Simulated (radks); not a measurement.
Problem. These are the eigenvalues of the occupied orbitals of an atom or ion with whole-number occupations (eV). All-electron calculation, scalar-relativistic Kohn-Sham, LDA (Slater exchange, Perdew-Wang correlation), spin-polarised, spherical densities, finite nucleus; Fermi nuclear charge, rms radius of each element as measured or else 0.836 A^(1/3) + 0.57 fm. Program: a radial shooting solver on a logarithmic mesh with Libxc functionals.

| orbital | eigenvalue |
|---|---|
| 1s up | -59244.72 |
| 1s down | -59244.57 |
| 2s up | -10014.91 |
| 2s down | -10014.80 |
| 2p up | -8850.438 |
| 2p down | -8850.332 |
| 3s up | -2266.553 |
| 3s down | -2266.014 |
| 3p up | -1913.794 |
| 3p down | -1913.255 |
| 3d up | -1476.888 |
| 3d down | -1476.450 |
| 4s up | -463.3210 |
| 4s down | -462.2673 |
| 4p up | -347.3784 |
| 4p down | -346.3146 |
| 4d up | -193.2564 |
| 4d down | -192.1502 |
| 5s up | -75.0989 |
| 5p up | -47.8024 |
| 5p down | -46.5741 |
| 4f up | -24.9903 |
| 4f down | -23.7722 |
| 6s up | -17.9426 |

Which element is it, and in what charge state? The configuration may be excited. Open shells, if any, are filled with parallel spins first.

Solution. Z = 69, thulium, charge +2: Tm2+ in [Kr] 4d10 4f13 5s1 5p6 6s1. The list shows which subshells hold electrons but not how many an open one holds; the 1s level, -2177.2 hartree, gives Z - s = 66.0 by -(Z - s)^2/2, which with screening and relativity narrows Z to a few neighbours, and the depths of the outer levels then fix element, charge and occupations together.
